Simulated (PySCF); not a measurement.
C4H5NSi, SMILES C#C[C@@H]([SiH3])C#N.

Geometry: PBE-D3(BJ)/def2-SVP. The structure was generated by enumeration; whether it is a known compound was not checked.

These are PySCF with PBE-D3(BJ)/def2-SVP values and carry that method's errors.

Frequencies are harmonic and unscaled.

| mode | ν (cm⁻¹) | IR (km/mol) | moving atoms (share of kinetic energy) |
|---|---|---|---|
| 1 | 115 | 1.2 | C 47 %, Si 20 %, H 17 %, N 15 % |
| 2 | 122 | 2.4 | N 37 %, C 23 %, Si 22 %, H 18 % |
| 3 | 153 | 0.6 | H 60 %, C 24 %, N 13 % |
| 4 | 156 | 0.9 | H 43 %, C 37 %, N 14 % |
| 5 | 345 | 6.3 | C 79 %, N 11 %, H 10 % |
| 6 | 404 | 14.4 | C 77 %, H 14 % |
| 7 | 438 | 2.6 | C 64 %, Si 13 %, H 12 %, N 11 % |
| 8 | 515 | 12.7 | H 51 %, C 31 %, Si 16 % |
| 9 | 564 | 0.7 | C 71 %, N 15 %, H 12 % |
| 10 | 618 | 15.2 | H 76 %, C 12 %, Si 11 % |
| 11 | 629 | 38.3 | H 79 %, C 20 % |
| 12 | 675 | 32.9 | H 79 %, C 21 % |
| 13 | 730 | 8.4 | C 52 %, H 38 %, Si 10 % |
| 14 | 868 | 215.1 | H 90 %, Si 9 % |
| 15 | 903 | 32.4 | H 91 % |
| 16 | 903 | 37.3 | H 97 % |
| 17 | 929 | 5.2 | C 69 %, H 22 %, N 9 % |
| 18 | 1033 | 8.6 | H 52 %, C 42 % |
| 19 | 1041 | 11.5 | H 56 %, C 41 % |
| 20 | 1234 | 1.0 | H 57 %, C 41 % |
| 21 | 2168 | 3.1 | C 90 %, H 10 % |
| 22 | 2182 | 59.1 | H 99 % |
| 23 | 2202 | 79.0 | H 95 % |
| 24 | 2216 | 62.3 | H 96 % |
| 25 | 2286 | 17.2 | C 62 %, N 38 % |
| 26 | 2963 | 2.8 | H 92 % |
| 27 | 3407 | 85.2 | H 86 %, C 14 % |
